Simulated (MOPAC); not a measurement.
Input for MOPAC: PM7 on FHPbS (SMILES [F][Pb][SH]), a point of a torsion scan.

```
PM7 1SCF PRECISE CHARGE=0 THREADS=1
FHPbS

F      1.98106180 1    -0.79901551 1    -0.24721659 1
Pb     1.00153672 1     1.02104642 1    -0.64531300 1
S     -1.46261085 1     0.36561565 1    -0.43620190 1
H     -1.67203251 1     0.01838052 1    -1.69704464 1
```

Program output:

```
*******************************************************************************
 **                                                                           **
 **                              MOPAC v23.2.5                                **
 **                                                                           **
 *******************************************************************************
 ** MOPAC's Digital Object Identifier: https://doi.org/10.5281/zenodo.6511958 **
 **                                                                           **
 ** Please cite the open-source release paper for use of this MOPAC version:  **
 ** J. E. Moussa and J. J. P. Stewart (2026)                                  **
 ** MOPAC: An open-source semiempirical molecular orbital program             **
 ** J. Open Source Softw., 11(119), 8025, https://doi.org/10.21105/joss.08025 **
 *******************************************************************************

                              PM7 CALCULATION RESULTS

 *******************************************************************************
 *  PM7        - The PM7 Hamiltonian to be used
 *
 *
 *
 *                 CHARGE ON SYSTEM = 0
 *
 *
 *
 *  PRECISE    - TIGHTER CRITERIA TO BE USED
 *  1SCF       - DO 1 SCF AND THEN STOP
 *  THREADS=1  - MULTI-THREADING NOT USED
 *  T=         - A TIME OF 172800.0 SECONDS REQUESTED
 *  DUMP=N     - RESTART FILE WRITTEN EVERY 7200.0 SECONDS REQUESTED
 *******************************************************************************
PM7 1SCF PRECISE CHARGE=0 THREADS=1
 FHPbS

   ATOM   CHEMICAL          X               Y               Z
  NUMBER   SYMBOL      (ANGSTROMS)     (ANGSTROMS)     (ANGSTROMS)

     1       F          1.98106180  *  -0.79901551  *  -0.24721659  *
     2      Pb          1.00153672  *   1.02104642  *  -0.64531300  *
     3       S         -1.46261085  *   0.36561565  *  -0.43620190  *
     4       H         -1.67203251  *   0.01838052  *  -1.69704464  *



          CARTESIAN COORDINATES

    NO.       ATOM           X           Y           Z

     1         F          1.9811     -0.7990     -0.2472
     2        Pb          1.0015      1.0210     -0.6453
     3         S         -1.4626      0.3656     -0.4362
     4         H         -1.6720      0.0184     -1.6970

 General Reference for PM7:
 "Optimization of Parameters for Semiempirical Methods VI: More Modifications to the
 NDDO Approximations and Re-optimization of Parameters", J. J. P. Stewart, J. Mol. Mod., 1:32, 19 (2013)
 https://link.springer.com/article/10.1007/s00894-012-1667-x

           Empirical Formula: H F Pb S  =     4 atoms



      MOLECULAR POINT GROUP   :   C1


      RHF CALCULATION, NO. OF DOUBLY OCCUPIED LEVELS = 9


 -------------------------------------------------------------------------------
 PM7 1SCF PRECISE CHARGE=0 THREADS=1
 FHPbS



     1SCF WAS SPECIFIED, SO BFGS WAS NOT USED
     SCF FIELD WAS ACHIEVED


                              PM7 CALCULATION
                                                       MOPAC v23.2.5 Linux




          FINAL HEAT OF FORMATION =        -48.62479 KCAL/MOL =    -203.44612 KJ/MOL


          COSMO AREA              =        112.22 SQUARE ANGSTROMS
          COSMO VOLUME            =         99.58 CUBIC ANGSTROMS

          IONIZATION POTENTIAL    =          9.232450 EV
          HOMO LUMO ENERGIES (EV) =         -9.232 -1.560
          NO. OF FILLED LEVELS    =          9
          MOLECULAR WEIGHT        =        259.2663         POINT GROUP:  C1

          MOLECULAR DIMENSIONS (Angstroms)

            Atom       Atom       Distance
            H     4    F     1     4.01438
           Pb     2    H     4     1.56667
            S     3   Pb     2     1.09728


          SCF CALCULATIONS        =          1





   ATOM   CHEMICAL          X               Y               Z
  NUMBER   SYMBOL      (ANGSTROMS)     (ANGSTROMS)     (ANGSTROMS)

     1       F          1.98106180  *  -0.79901551  *  -0.24721659  *
     2      Pb          1.00153672  *   1.02104642  *  -0.64531300  *
     3       S         -1.46261085  *   0.36561565  *  -0.43620190  *
     4       H         -1.67203251  *   0.01838052  *  -1.69704464  *

                             CARTESIAN COORDINATES

   1    F        1.981061800    -0.799015510    -0.247216590
   2   Pb        1.001536720     1.021046420    -0.645313000
   3    S       -1.462610850     0.365615650    -0.436201900
   4    H       -1.672032510     0.018380520    -1.697044640


           Empirical Formula: H F Pb S  =     4 atoms



      MOLECULAR POINT GROUP   :   C1


                  EIGENVALUES
 -35.80701 -25.99087 -18.44166 -13.19114 -13.10713 -12.81822 -12.18150  -9.44950
  -9.23245  -1.55952  -0.78887  -0.55720  -0.16349  -0.03356   0.08031   0.15601
   0.20542   3.41355


              NET ATOMIC CHARGES AND DIPOLE CONTRIBUTIONS

  ATOM NO.   TYPE          CHARGE      No. of ELECS.   s-Pop       p-Pop       d-Pop
    1          F          -0.574175        7.5742     1.99164     5.58253
    2         Pb           0.981106        3.0189     1.94503     1.07386
    3          S          -0.591861        6.5919     1.92207     4.55955     0.11024
    4          H           0.184930        0.8151     0.81507
 DIPOLE           X         Y         Z       TOTAL
 POINT-CHG.     1.929     5.992    -2.627     6.821
 HYBRID        -0.845    -0.783     0.012     1.152
 SUM            1.084     5.209    -2.614     5.928


          ATOMIC ORBITAL ELECTRON POPULATIONS

     Atom    s        px        py        pz      x^2-y^2     xz        z^2       yz        xy
    1  F   1.99164   1.90121   1.71309   1.96823
    2 Pb   1.94503   0.57065   0.45532   0.04789
    3  S   1.92207   1.42013   1.89043   1.24899   0.01669   0.00616   0.06459   0.01573   0.00707
    4  H   0.81507

 **********************
 *                    *
 * JOB ENDED NORMALLY *
 *                    *
 **********************




 == MOPAC DONE ==
```

The run finished.

Cost: very roughly 0.03 core-seconds.
